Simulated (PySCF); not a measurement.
**Calculated properties of `O=C(C)CC([CH2])=O` [radical]**

C5H7O2 (doublet state).
Geometry (PBE0-D3(BJ)/def2-SVP, Å), atoms numbered from 1 in this order:
```xyz
14
C5H7O2 angstrom
C      2.1359   -0.9324   -0.4332
C      1.0719   -0.5212    0.4409
O      0.6705   -1.2470    1.3465
C      0.4002    0.8190    0.1659
C     -0.7649    0.5789   -0.7904
C     -2.0349    0.0910   -0.1524
O     -0.6336    0.7389   -1.9785
H      2.6152   -1.8965   -0.2468
H      2.4488   -0.3250   -1.2853
H      1.0918    1.5261   -0.3104
H      0.0414    1.2130    1.1270
H     -1.8125   -0.7025    0.5783
H     -2.7342   -0.2626   -0.9202
H     -2.4971    0.9196    0.4093
```

PBE0-D3(BJ)/def2-SVP geometry optimisation, gas phase (PySCF):

| Property | Result |
| --- | --- |
| Rotational constants A, B, C | 4.279, 2.012, 1.588 GHz |
| Dipole moment | 1.23 D |

From UKS B3LYP, IGLO-III on C O, pcH-1 on H, non-relativistic, mean-field spin-orbit, GIAO (PySCF):

| Quantity | Value |
| --- | --- |
| Isotropic g value | 2.00476 |
| Principal g values | 2.00213, 2.00411, 2.00803 |
| Spin squared ⟨S²⟩ | 0.764 |
| Largest Mulliken spin population | 0.89 on C1 |
| Largest isotropic hyperfine couplings (means over sets of like nuclei) | 13C +65.8 (C1), 1H -54.1 (H8/H9), 13C -39.4 (C2), 17O -19.1 (O3), 13C -2.6 (C5) MHz |

Monoisotopic mass from the formula: 99.0446 u.

In atomic units the dipole is 0.48 e·bohr (1 au = 2.5417 D). g_iso is shifted by about +2440 ppm from the free-electron value 2.002319; the principal values span 0.0059. With B = h/(8π²I), that is 505.379 GHz u Å² over I, the principal moments of inertia are 118.1, 251.2 and 318.3 u Å² (most abundant isotopes). At 9.50 GHz, hν = g·μB·B₀ (B₀ the magnetic field) puts the centre of the isotropic spectrum, to first order, at 338.6 mT. ⟨S²⟩ is 0.014 above the pure-spin value S(S + 1) = 0.75. The rotational constants make it an asymmetric top with κ = (2B − A − C)/(A − C) = -0.68, nearer the prolate limit (−1).

Couplings of like nuclei are plain means over topologically equivalent atoms, as if these changed places fast (by rotation of a methyl-like group, say); in this geometry the members of some sets differ.

One conformer stands for the species.
